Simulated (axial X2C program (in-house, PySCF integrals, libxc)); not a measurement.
Worked dissociation energy of Ga₂⁺: CCSD(T), without spin–orbit coupling

Calculated with an axial X2C code built on PySCF integrals. Spin-free means the one-electron spin-free X2C Hamiltonian. Basis: Ga dyall-cv3z [9s9p7d4f1g] (cores contracted in-house); Gaussian nuclei, density fitting, unrestricted open shells. Masses: Ga 68.926 u.

Molecular state: M_S = 1/2, Λ = 0 (beyond evenly filled blocks: σα).

Correlated methods: 5 electrons correlated (number of frozen shells: Ga 3 s, 2 p, 1 d), 323 virtual spin orbitals or spinors in MP2, 89 natural virtuals in coupled cluster.

```
E(Ga+) (2M_S = 0, M_L = 0) : -1942.066224 hartree
E(Ga) (2M_S = 1, M_L = 0)  : -1942.280318 hartree
E(Ga₂⁺) at Re              : -3884.395814 hartree
ωe                         : 99.6 cm⁻¹
ωexe                       : 0.285 cm⁻¹
```

(1) Work out De and D0.

One determinant describes the state; a PBE0 search over occupations chose it and may have missed a lower one. De is counted from the lowest determinant-based energies of the atoms at the same level, without counterpoise correction. Coupled cluster ran in a truncated set of natural virtual spinors; the MP2 energy of the rest was added. (T) has no such correction and the atoms are truncated less, which lowers De at CCSD(T) by a hundredth of an eV or more. With the outer-core shells frozen, correlated bond lengths of heavy atoms tend to come out a few hundredths of an ångström too long. Spin-free De lacks the spin–orbit lowering of the heavy p-block atom, a tenth of an eV or more for 4p and 5p, up to an eV for 6p and one to two eV for 7p atoms, less what an open-shell molecule gains itself.

Each atomic determinant is the lowest at this level and need not be a pure term. Totals compare only within one Hamiltonian and basis.

## Answers

(1) De = -1942.066224 + (-1942.280318) − (-3884.395814) = 0.04927 hartree = 1.341 eV. The zero-point energy is ωe/2 − ωexe/4 = 50 cm⁻¹ = 0.006 eV, so D0 = 1.335 eV.
